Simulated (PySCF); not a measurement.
# Dipole response of Mn (manganese, neutral)

[Ar] 3d5 4s2, high-spin 6S determinant. Calculation: PySCF 2.14, in def2-QZVPPD; the non-relativistic Hamiltonian (point nucleus). Coupled (time-dependent) response in atomic units; α is the mean over directions.

| method | mean α (bohr³) | C₆ (like pair) | S(−4) |
| --- | --- | --- | --- |
| UHF | 105.8 | 1052 | 16320 |
| PBE | 75.72 | 722.8 | 3599 |

S(−4) is the Cauchy moment in α(ω) = α(0) + S(−4) ω² + …

Reference α: 68 ± 9 bohr³ (recommended; Schwerdtfeger and Nagle, table of static dipole polarizabilities (2023 update)). Published C₆: 552.0 (Chu and Dalgarno (2004); Tang, Norbeck and Certain (1976)).

Hartree-Fock lies above the reference because it lacks correlation, which contracts the outer shell.

α(iu) at PBE:

| u (hartree) | α(iu) (bohr³) |
| --- | --- |
| 0 | 75.72 |
| 0.0500 | 68.02 |
| 0.100 | 53.52 |
| 0.200 | 31.06 |
| 0.300 | 19.47 |
| 0.500 | 9.932 |
| 0.750 | 5.738 |
| 1.00 | 3.914 |
| 1.50 | 2.297 |
| 2.00 | 1.562 |
| 3.00 | 0.8799 |
| 5.00 | 0.4007 |
